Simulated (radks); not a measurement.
Question: The mean radii <r> (bohr) of the occupied orbitals of an atom or ion are listed with their occupations. Method: Dirac Kohn-Sham, PBE, spin-unpolarised, spherical densities, finite nucleus; Fermi nuclear charge, rms radius of each element as measured or else 0.836 A^(1/3) + 0.57 fm; computed with a radial shooting solver on a logarithmic mesh with Libxc functionals.

| orbital | occ. | <r> |
|---|---|---|
| 1s1/2 | 2 | 0.01835 |
| 2s1/2 | 2 | 0.07651 |
| 2p1/2 | 2 | 0.06328 |
| 2p3/2 | 4 | 0.07109 |
| 3s1/2 | 2 | 0.1909 |
| 3p1/2 | 2 | 0.1801 |
| 3p3/2 | 4 | 0.1926 |
| 3d3/2 | 4 | 0.1662 |

Name the element and its charge. Open shells, if any, fill j = l - 1/2 first.

Answer: Z = 74, tungsten, charge +52: W52+ in [Ar] 3d4. The 1s radius gives Z: for a bare nucleus <r> = (2 gamma + 1)/(2Z) with gamma = sqrt(1 - (Z/c)^2), 0.01813 bohr for Z = 74, and screening makes it slightly larger (0.01835 here). The occupations add up to 22, and the charge is Z minus that.
